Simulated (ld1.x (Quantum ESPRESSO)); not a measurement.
**Which change was made? (O, PAW)**

oxygen (O), PAW, made with ld1.x (Quantum ESPRESSO) 7.5 (PBEsol, scalar-relativistic). Core [He], reference 2s2 2p2 (charge +2). Waves: 2s (bound): rcut 0.70, rcutus 0.85 bohr; 2s channel at -1.9 Ry: rcut 0.70, rcutus 0.85 bohr; 2p (bound): rcut 1.40, rcutus 1.55 bohr; 2p channel at -2.55 Ry: rcut 1.40, rcutus 1.55 bohr; 3d channel at 0.05 Ry: rcut 1.10, rcutus 1.35 bohr; 3d channel at 0.8 Ry: rcut 1.10, rcutus 1.35 bohr. Local part: all-electron potential smoothed inside 0.80 bohr (lloc = -1). Core correction: Bessel-smoothed model core inside 0.85 bohr. Augmentation charge: BESSEL, radius 0.75 bohr.

Cutoffs, loose and tight: the cutoffs (Ry, on a coarse ladder) from which the occupation-weighted sum of valence levels, in a spherical-Bessel basis at the reference potential, stays within 10 and 1 mRy of its value at 400 Ry. They do not see the model core or the augmentation charge, which bear on the density cutoff. Test errors are all-electron minus pseudo excitation energies from the reference, over the configurations 2s2 2p4; 2s2 2p3; 2s2 2p1; 2s2 2p0; 2s1 2p4; 2s0 2p6; 2s1 2p5; variants that change the core or the reference have their own tests.

The base gives: outcome: generated, overlap not positive; bound ghosts: not determined (overlap not positive); largest test error (meV): -8.1.

Q: After one change the result is: outcome: generated, overlap not positive; bound ghosts: not determined (overlap not positive); largest test error (meV): +8.6. Which change was it?
A. type RRKJ; waves now 2p (bound): rc 1.55 bohr; 3d channel at 0.05 Ry: rc 1.35 bohr; 2s (bound): rc 0.85 bohr; local potential the s channel; rho0 0.005
B. functional PBE; added wave 3d channel at 0.05 Ry: rc 1.35 bohr; removed wave 3d channel at 0.05 Ry: rcut 1.10, rcutus 1.35 bohr; removed wave 3d channel at 0.8 Ry: rcut 1.10, rcutus 1.35 bohr
C. core correction Bessel-smoothed model core inside 0.44 bohr
D. all radii but the core radius scaled by about 1.07 (s 0.90, p 1.66, d 1.44 bohr, rcut 0.74/1.50/1.18); local potential all-electron potential smoothed inside 0.86 bohr (lloc = -1); augmentation BESSEL, radius 0.80 bohr
E. waves 3d channel at 0.05 Ry: rcut 1.10, rcutus 1.92 bohr; 3d channel at 0.8 Ry: rcut 1.10, rcutus 1.92 bohr

A: C. The others give: type RRKJ; waves now 2p (bound): rc 1.55 bohr; 3d channel at 0.05 Ry: rc 1.35 bohr; 2s (bound): rc 0.85 bohr; local potential the s channel; rho0 0.005 → outcome: generated; cutoff, loose: 90 Ry; cutoff, tight: 180 Ry; bound ghosts: none; largest test error (meV): +1642 | all radii but the core radius scaled by about 1.07 (s 0.90, p 1.66, d 1.44 bohr, rcut 0.74/1.50/1.18); local potential all-electron potential smoothed inside 0.86 bohr (lloc = -1); augmentation BESSEL, radius 0.80 bohr → outcome: generated, overlap not positive; bound ghosts: not determined (overlap not positive); largest test error (meV): +26 | functional PBE; added wave 3d channel at 0.05 Ry: rc 1.35 bohr; removed wave 3d channel at 0.05 Ry: rcut 1.10, rcutus 1.35 bohr; removed wave 3d channel at 0.8 Ry: rcut 1.10, rcutus 1.35 bohr → outcome: failed: invmat: error in DGETRF | waves 3d channel at 0.05 Ry: rcut 1.10, rcutus 1.92 bohr; 3d channel at 0.8 Ry: rcut 1.10, rcutus 1.92 bohr → outcome: generated; cutoff, loose: 35 Ry; cutoff, tight: 55 Ry; bound ghosts: none; largest test error (meV): -8.2. A file whose overlap is not positive is unfit for use, and its test errors describe a broken file.
